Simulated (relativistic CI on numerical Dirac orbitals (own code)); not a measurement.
Hyperfine structure of La XXXVI, mass number 137

Calculated at this level of theory: Dirac-Coulomb-Breit CI, KLI orbitals optimised for each configuration, model QED (radiative potential, 1s self-energy scaled to tabulated hydrogen-like ionisation energies), unscaled Slater integrals (own radial code, finite nucleus).

Configuration list (outside the closed core [Ne]): 3s2.3p6.3d4, 3s2.3p5.3d5, 3s.3p6.3d5, 3s2.3p6.3d3.4s, 3s2.3p6.3d3.4p, 3s2.3p6.3d3.4d, 3s2.3p5.3d4.4s, 3s2.3p6.3d3.4f, 3s.3p6.3d4.4s, 3p6.3d5.4p, 3s2.3p6.3d3.5s, 3p6.3d6, 3p5.3d7, 3p5.3d6.4s, 3p6.3d5.4s, 3p5.3d5.4s2, 3s2.3p6.3d2.4s2, 3s2.3p6.3d.4s2.4p, 3s2.3p6.3d.4s2.4d. Double excitations out of closed p, d and f shells are left out; levels of such configurations are missing from the list, as are those of other unlisted configurations, and high levels can miss mixing partners.

Nuclear spin I = 7/2, μ = 2.696 μN, Q = 0.21 b (tables of Stone and Pyykkö). The electronic factors are computed for point nuclear moments, without core polarisation or the Bohr-Weisskopf and QED corrections.

```csv
Level,E (cm⁻¹),A (MHz),B (MHz)
3s2.3p6.3d4 5D_1,112045,400.9,1840
3s2.3p6.3d4 5D_2,172144,9527,2490
3s2.3p6.3d4 3G_3,315203,15270,908
3s2.3p6.3d4 3H_5,337114,17100,4260
3s2.3p6.3d4 3P_1,353379,17270,93
3s2.3p6.3d4 3H_6,354033,17920,4900
3s2.3p6.3d4 3G_4,381862,19330,-1950
```

Levels with J = 0, under 50 % of one LS term, or S terms without an open s electron are left out. Small factors come from cancelling terms and can be off by tens of per cent or more.

At this charge energies of transitions that change n are usually good to better than 1 %, and those within a shell (Δn = 0) to a few per cent. Terms inside the open d or f shell come out 10 to 20 % too wide with unscaled integrals.

Give the hyperfine levels of 3s2.3p6.3d4 5D_2 relative to its centre of gravity.

With K = F(F + 1) − I(I + 1) − J(J + 1), E = AK/2 + B[¾K(K + 1) − I(I + 1)J(J + 1)]/[2I(2I − 1)J(2J − 1)]: F = 3/2: -84410, F = 5/2: -61700, F = 7/2: -29290, F = 9/2: 13450, F = 11/2: 67310 MHz.

LS names give the leading component of a level, which can be under half, so a name can repeat, a term be missing and a line seem to break the LS rules.
